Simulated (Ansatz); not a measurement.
Cost and result up the ladder for TaGe12 (13 atoms). The state is a doublet with charge 0. Geometry: PBE-D4/def2-SVP.

```xyz
13

Ta    0.1160   -0.2786   -0.4844
Ge   -0.8451    0.0063    1.9986
Ge    0.8820    1.8977    0.8327
Ge    0.8695    1.2857    3.7805
Ge   -1.4547    0.7097    4.2470
Ge    0.6190   -1.8163   -2.6246
Ge    1.8554   -0.4900    1.5108
Ge   -0.1709   -0.6771   -4.7752
Ge    0.9495    0.8100   -2.7217
Ge   -1.6457   -2.4426   -1.5958
Ge    2.8948    1.7219    2.4298
Ge   -2.4872   -0.7055    0.1137
Ge   -1.5826   -0.0213   -2.7115
```

Ansatz on 2 threads of AMD EPYC 7R13 on a shared host and a share (18 GiB) of an NVIDIA H100 80GB HBM3. Times are rough, and most runs start from the orbitals of an earlier one. PBE0-D4/def2-TZVP serves as the yardstick here, not as an exact answer. Differences are given only for rows in sets of like size (and for xTB, whose basis is part of the method), since another set adds its own error. Binding counts from free atoms at the same level (Ta quartet, Ge triplet; other spins of the atoms weren't run), without zero-point energy or a counterpoise term.

In the def2 sets Ta takes a core potential; there is no spin–orbit coupling. Correlated methods freeze 108 core orbitals; core or outer-core shells of Ta, Ge are correlated, in sets that lack core-valence functions. The rows differ in basis, and correlated rows in double-zeta sets carry the largest basis error. Single mean-field runs in def2-SVP, def2-TZVP are fitted with def2-universal-jkfit. No other spin state of charge 0 was run. The structure comes from a short search, and lower isomers may exist.

Run but left out: MP2/def2-SVP (⟨S²⟩ 1.32, where a pure state has 0.75).

Correlated methods converge slowly with the basis, most of all in double-zeta sets.

```tsv
level	functions	wall time
PBE-D4/def2-SVP	416	9 s
LDA (SPW92)/def2-TZVP	616	12 s
PBE-D4/def2-TZVP (with forces)	616	14 s
PBE0-D4/def2-SVP	416	14 s
PBE0-D4/def2-TZVP	616	14 s
r2SCAN-D4/def2-TZVP	616	15 s
RPA@PBE/def2-SVP	416	17 s
```

**Question.** Estimate what each level gives for the binding energy per atom (eV).

**Answer.** 
```tsv
level	binding energy per atom (eV)	difference from PBE0-D4/def2-TZVP (eV)
PBE-D4/def2-SVP	3.52	–
LDA (SPW92)/def2-TZVP	4.14	0.77
PBE-D4/def2-TZVP (with forces)	3.56	0.18
PBE0-D4/def2-SVP	3.32	–
PBE0-D4/def2-TZVP	3.38	0.00
r2SCAN-D4/def2-TZVP	3.44	0.06
RPA@PBE/def2-SVP	2.77	–
```
